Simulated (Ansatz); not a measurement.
Rh₃, 3 atoms. Hardware: 4 threads of Arm Neoverse V1 on a shared host.

In the def2 sets Rh takes a core potential; there is no spin–orbit coupling. Correlated methods freeze no core orbitals; core or outer-core shells of Rh are correlated, in sets that lack core-valence functions. In CCSD on the charge 0 doublet the largest single amplitude is 0.45, so its Hartree–Fock determinant may place the open shell otherwise than the density functionals do.

Question: How many basis functions does each of these Ansatz runs have, and roughly what does it cost? B3LYP-D4/def2-TZVP, charge 0 quartet, energy, from earlier orbitals; r2SCAN-D4/def2-TZVPD, charge 0 doublet, energy, from earlier orbitals; r2SCAN-D4/def2-TZVP, charge 0 sextet, relaxation, 12 steps; PBE-D4/def2-TZVP, charge 0 doublet, energy, from earlier orbitals; r2SCAN0-D4/def2-TZVP, charge 0 sextet, energy, from earlier orbitals; CCSD(T)/def2-TZVP, charge 0 doublet, energy, from earlier orbitals; PBE-D4/def2-SVP, charge 0 doublet, energy, from earlier orbitals; PBE0-D4/def2-TZVP, charge 0 quartet, energy, from earlier orbitals; PBE-D4/def2-TZVPD, charge 0 doublet, energy, from earlier orbitals; r2SCAN-D4/def2-TZVP, charge 0 doublet, relaxation, 4 steps; B97M-V/def2-TZVP, charge 0 sextet, energy, from earlier orbitals; HF/STO-3G, charge 0 quartet, energy.

Answer: Other jobs shared the machine, so times can vary by a factor of up to 3. A dash marks memory too small to be measured apart from the calling script's.

```
                                                                  run  functions  fitting or Cholesky vectors  wall time  peak host memory (GiB)
   PBE-D4/def2-TZVPD, charge 0 doublet, energy, from earlier orbitals        120                         1062      3.8 s                       –
     PBE-D4/def2-SVP, charge 0 doublet, energy, from earlier orbitals         93                          936      4.3 s                       –
  B3LYP-D4/def2-TZVP, charge 0 quartet, energy, from earlier orbitals        120                         1086       13 s                       –
                                  HF/STO-3G, charge 0 quartet, energy         81                         1010       17 s                    0.72
r2SCAN-D4/def2-TZVPD, charge 0 doublet, energy, from earlier orbitals        120                         1062       21 s                       –
   PBE0-D4/def2-TZVP, charge 0 quartet, energy, from earlier orbitals        120                         1125       22 s                       –
           r2SCAN-D4/def2-TZVP, charge 0 doublet, relaxation, 4 steps        120                         1062       29 s                       –
           r2SCAN-D4/def2-TZVP, charge 0 sextet, relaxation, 12 steps        120                         1062       71 s                       –
     B97M-V/def2-TZVP, charge 0 sextet, energy, from earlier orbitals        120                         1062       83 s                    0.58
    PBE-D4/def2-TZVP, charge 0 doublet, energy, from earlier orbitals        120                         1062    1.7 min                       –
 r2SCAN0-D4/def2-TZVP, charge 0 sextet, energy, from earlier orbitals        120                         1125      2 min                    0.57
   CCSD(T)/def2-TZVP, charge 0 doublet, energy, from earlier orbitals        120                         1173    6.1 min                     2.1
```
